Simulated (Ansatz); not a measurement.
Reactions of `BN1[SiH2][SiH]1Cl`.

Calculated with Ansatz (gas phase, PBE0-D4/def2-TZVP geometries, no zero-point term in ΔE). CCSD(T)/CBS adds triple-zeta CCSD(T) − MP2 to the extrapolated MP2 energy (def2 sets, frozen cores). This one scheme is used for every species. For Ge, Se outer-core shells are correlated without core-valence functions, which leaves a few kJ/mol of doubt a bond. Scalar relativity is left out up to krypton. One conformer a species, not always the lowest.

```json
{"reaction": "`BN1[SiH2][SiH]1Cl` + `C[SeH]` → `B[Se]C` + `Cl[SiH]1N[SiH2]1`", "HF/CBS(def2) (kJ/mol)": "34"}
{"reaction": "`BN1[SiH2][SiH]1Cl` + `B1N[SiH2]1` → `BN1B[SiH2]1` + `Cl[SiH]1N[SiH2]1`", "HF/CBS(def2) (kJ/mol)": "17"}
{"reaction": "`BN1[SiH2][SiH]1Cl` + `C[Si](O)(O)O` → `BO[Si](C)(O)O` + `Cl[SiH]1N[SiH2]1`", "HF/CBS(def2) (kJ/mol)": "-28"}
{"reaction": "`BN1[SiH2][SiH]1Cl` + `C=C[NH][GeH3]` → `B[N]([GeH3])C=C` + `Cl[SiH]1N[SiH2]1`", "HF/CBS(def2) (kJ/mol)": "-14"}
{"reaction": "`BN1[SiH2][SiH]1Cl` + `C[SiH2]O` → `BO[SiH2]C` + `Cl[SiH]1N[SiH2]1`", "HF/CBS(def2) (kJ/mol)": "-34"}
{"reaction": "`BN1[SiH2][SiH]1Cl` + `BN` → `BNB` + `Cl[SiH]1N[SiH2]1`", "HF/CBS(def2) (kJ/mol)": "6"}
```

(1) Give the CCSD(T)/CBS values in the same order. (Best estimate.)

Largest T1 diagnostic: 0.014, for `B1N[SiH2]1`.

## Answers

(1) Computed: 13, 27, -20, -35, -26, 13 kJ/mol.
